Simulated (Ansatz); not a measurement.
Mulliken charges of CH5GaO2S (`C[O][Ga]([OH])[SH]`) from r2SCAN/def2-TZVPP in Ansatz (PBE0-D4/def2-TZVP geometry).

```tsv
atom	x (Å)	y (Å)	z (Å)	charge (e)
C1	0.318	-1.129	-1.453	0.029
O2	0.893	-0.488	-0.340	-0.403
Ga3	-0.023	0.551	0.768	0.592
O4	0.855	1.274	2.131	-0.421
S5	-2.152	0.952	0.483	-0.271
H6	0.321	-2.214	-1.305	0.054
H7	-0.717	-0.819	-1.648	0.043
H8	0.907	-0.904	-2.348	0.054
H9	1.783	1.026	2.146	0.200
H10	-2.186	1.750	1.565	0.122
```

**Question.** By hand: the dipole of these point charges (1 e Å = 4.8032 D).

**Answer.** Σ q r = (-0.016, -0.089, -0.127) e Å, of length 0.156 e Å = 0.75 D.

**Question.** How does the dipole of the full density compare? (Estimate.)

**Answer.** Computed: (0.062, -0.081, -0.088) e Å, 0.65 D; the point charges give 1.15 times that, at 34° from its direction.

Point charges leave out the atoms' own dipoles, such as those of lone pairs, and Mulliken's split depends on the basis, so the two needn't agree.
